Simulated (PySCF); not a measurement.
A side-by-side comparison of computed properties.

First species: C₆H₈F₂O.
SMILES with atom numbers: `[CH3:1][C:2]1=[CH:3][CH2:4][O:5][CH2:6][C:7]1([F:8])[F:9]` (hydrogens: H10, H11, H12 on C1; H13 on C3; H14, H15 on C4; H16, H17 on C6)

Second species: C8H7FS.
SMILES: `C=C/C=C\C1=CC(F)=CS1`

Levels: PBE0/pcSseg-1 for HOMO energy, LUMO energy and HOMO–LUMO gap. Geometries: GFN2-xTB. All species are isolated and taken at one optimised geometry, non-relativistic unless stated; the electronic structure was computed with PySCF and density fitting.

The conformers computed, where there is a choice (atom-mapped SMILES and torsion angles):
- `[CH2:1]=[CH:2]/[CH:3]=[CH:4]\[c:5]1[cH:6][c:7]([F:8])[cH:9][s:10]1`: C1–C2–C3–C4 180°, C3–C4–C5–C6 180°

The conformers of `CC1=CCOCC1(F)F` aren't listed.

```csv
property,column X,column Y
HOMO energy,-7.66 eV,-6.19 eV
LUMO energy,-0.22 eV,-1.88 eV
HOMO–LUMO gap,7.44 eV,4.31 eV
```

Task: Which column belongs to which species?

Result: Column X is the first species and column Y the second. The first has 17 atoms and 70 electrons, the second 17 and 80.

Task: How does each property change from the first species to the second?

Result: HOMO energy +1.47 eV; LUMO energy -1.66 eV; HOMO–LUMO gap -3.13 eV.

